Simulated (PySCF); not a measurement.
Highest harmonic wavenumber (cm⁻¹) of eight silicon and germanium compounds: PBE-D3(BJ) beside B3LYP-D3(BJ), computed with PySCF for isolated molecules in the bases named; differences from unrounded values. The eight are the first of their class met in an unordered collection, after screening for sound electronic states; none was chosen by its value. Each level has its own optimised geometry.

```tsv
molecule	basis	B3LYP-D3(BJ)	PBE-D3(BJ)	difference
CH₅FO₂Si₂, SMILES C(=O)O[Si@H]([SiH3])F	def2-SVP	3045	___	___
C3H8N2Si, SMILES N[SiH](CC#C)N	def2-SVP	3682	3606	-76
Ge(H)3(OAc) (C2H6GeO2), SMILES [O]([GeH3])C(C)=O	def2-SVP	3178	___	___
Ge(OH)3(PH2) (GeH5O3P), SMILES [OH][Ge]([OH])([OH])[PH2]	def2-SVP	3840	3729	-111
Si(OH)3(SH) (H4O3SSi), SMILES O[Si](O)(O)S	def2-SVP	3878	3767	-110
disilanylformaldehyde (CH6OSi2), SMILES O=C[SiH2][SiH3]	def2-SVP	2795	2705	-90
Ge(H)(OH)(NH2)2 (GeH6N2O), SMILES [NH2][GeH]([NH2])[OH]	def2-SVP	3851	___	___
CH₈O₂Si₃, SMILES C[Si@H]1O[SiH2][Si@@H]1O	def2-SVP	3868	3756	-112
```

### Question
Fill in the missing entries. (An estimate is asked for; the answer gives what the named calculation found.)

### Answer

- Ge(H)3(OAc) (C2H6GeO2), SMILES [O]([GeH3])C(C)=O, PBE-D3(BJ): 3126
- Ge(H)3(OAc) (C2H6GeO2), SMILES [O]([GeH3])C(C)=O, difference: -51
- CH₅FO₂Si₂, SMILES C(=O)O[Si@H]([SiH3])F, PBE-D3(BJ): 2962
- CH₅FO₂Si₂, SMILES C(=O)O[Si@H]([SiH3])F, difference: -83
- Ge(H)(OH)(NH2)2 (GeH6N2O), SMILES [NH2][GeH]([NH2])[OH], PBE-D3(BJ): 3739
- Ge(H)(OH)(NH2)2 (GeH6N2O), SMILES [NH2][GeH]([NH2])[OH], difference: -112

PBE-D3(BJ) lies below B3LYP-D3(BJ) in 8 and above it in 0 of the eight; the mean signed difference is -93 and the largest -112 cm⁻¹.
